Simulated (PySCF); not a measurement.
# Basis-set dependence of excited states

Compound: C₃H₁₃NSi₂.
Geometry (PBE0-D3(BJ)/def2-SVP, Å), atoms numbered from 1 in this order:
```xyz
19
C3H13NSi2 angstrom
C     -1.8409    1.1649    0.5790
N     -1.3764   -0.1674    0.2914
C     -2.4330   -1.1404    0.1809
Si     0.1848   -0.4553   -0.4189
C      1.5132    0.5298    0.4713
Si     3.2802    0.0454    0.0466
H     -2.4732    1.5888   -0.2287
H     -0.9952    1.8517    0.7337
H     -2.4448    1.1789    1.5056
H     -3.1374   -0.9255   -0.6491
H     -2.0186   -2.1459    0.0124
H     -3.0302   -1.1798    1.1115
H      0.4311   -1.9251   -0.2955
H      0.2782   -0.1068   -1.8807
H      1.3945    1.6018    0.2364
H      1.3690    0.4159    1.5596
H      3.5226    0.1713   -1.4240
H      3.5479   -1.3706    0.4456
H      4.2569    0.9267    0.7589
```

TDDFT with PBE0 (PySCF), vertical singlets, core orbitals frozen in the response, spherical d and f functions. The structure is a single PBE0-D3(BJ)/def2-SVP conformer in the gas phase; no vibrational or solvent corrections.

Q: How do the low singlets change with the basis? Take 6-31G*, 6-31+G*, def2-SVP, aug-cc-pVDZ and def2-TZVP.

A: 

| basis | functions | diffuse | S1 (eV) | S2 (eV) | S3 (eV) | S4 (eV) | S5 (eV) | LUMO (eV) | α (au) |
| --- | --- | --- | --- | --- | --- | --- | --- | --- | --- |
| 6-31G* | 118 | no | 5.96 | 6.20 | 7.31 | 7.39 | 7.71 | 1.09 | 84.2 |
| 6-31+G* | 142 | yes | 5.30 | 5.51 | 5.85 | 6.17 | 6.29 | -0.02 | 94.6 |
| def2-SVP | 157 | no | 6.00 | 6.21 | 6.88 | 7.35 | 7.53 | 1.01 | 90.0 |
| aug-cc-pVDZ | 263 | yes | 5.10 | 5.40 | 5.65 | 5.82 | 5.89 | -0.20 | 105.6 |
| def2-TZVP | 276 | no | 5.70 | 5.86 | 6.43 | 6.99 | 7.13 | 0.52 | 99.6 |

States are compared by their number. Against the largest diffuse basis here (aug-cc-pVDZ, itself not a converged limit), sets without diffuse functions differ by up to 0.90 eV in S1 and 1.81 eV in S5; the smaller diffuse sets differ by up to 0.20 and 0.39 eV. State by state, the largest deviation of a set without diffuse functions is S1 0.90, S2 0.82, S3 1.65, S4 1.56, S5 1.81 eV. The same number needn't mean the same state in each row. Against aug-cc-pVDZ the polarisability deviates by -20% in 6-31G*, -10% in 6-31+G*, -15% in def2-SVP, -6% in def2-TZVP. A single + in a Pople set puts diffuse functions on heavy atoms only.
